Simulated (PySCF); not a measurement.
B(Vi)2(OMe), SMILES C=CB(C=C)OC (C5H9BO) (GFN2-xTB optimised geometry):

```
16

B     -0.275     0.574     0.000
C     -0.971    -0.833     0.014
C     -0.318    -1.989    -0.032
H     -2.054    -0.867     0.068
H     -0.815    -2.947    -0.021
H      0.759    -2.011    -0.083
C     -1.136     1.894     0.000
C     -2.335     2.021    -0.556
H     -0.718     2.776     0.479
H     -2.890     2.947    -0.546
H     -2.809     1.198    -1.065
O      1.067     0.574     0.000
C      1.873     1.724    -0.028
H      1.526     2.440    -0.777
H      1.877     2.212     0.951
H      2.890     1.412    -0.272
```

Method: CAM-B3LYP/def2-TZVP run with PySCF.

Task: What are the frontier orbital energies and the dipole moment?

Result: HOMO-2 -9.57 eV, HOMO-1 -9.27 eV, HOMO -8.87 eV, LUMO -0.19 eV, LUMO+1 1.48 eV; dipole moment 1.29 D.

On the same geometry PBE/def2-TZVP run with PySCF gives HOMO-2 -6.80 eV, HOMO-1 -6.63 eV, HOMO -6.45 eV, LUMO -2.24 eV, LUMO+1 -0.76 eV; dipole moment 1.24 D.

Meta-Löwdin charges at CAM-B3LYP/def2-TZVP: B1 0.29, C2 -0.22, C3 -0.20, H4 0.11, H5 0.12, H6 0.12, C7 -0.23, C8 -0.21, H9 0.11, H10 0.12, H11 0.12, O12 -0.36, C13 -0.11, H14 0.11, H15 0.11, H16 0.12.
